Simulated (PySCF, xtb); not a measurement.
C₃H₈Si₂, SMILES C[Si@H](C#C)[SiH3].

Harmonic wavenumbers (cm⁻¹) from GFN2-xTB (xtb) at its own minimum, in rising order: 20, 84, 117, 127, 138, 252, 277, 425, 433, 453, 606, 624, 657, 676, 684, 747, 784, 814, 817, 825, 833, 1374, 1492, 1494, 2128, 2198, 2214, 2231, 2243, 3030, 3032, 3039, 3347.

### Question
What does PySCF 2.14.0 with PBE-D3(BJ)/def2-SVP give at its own minimum? (An estimate is asked for; the answer gives what the named calculation found.)

### Answer
86, 99, 136, 139, 159, 283, 321, 400, 466, 500, 599, 649, 684, 697, 701, 729, 785, 837, 862, 902, 904, 1210, 1379, 1384, 2076, 2141, 2146, 2159, 2168, 2979, 3084, 3087, 3390. Paired by order, the mean absolute difference is 47 cm⁻¹ and the zero-point energies are 54.6 and 54.5 kcal/mol.
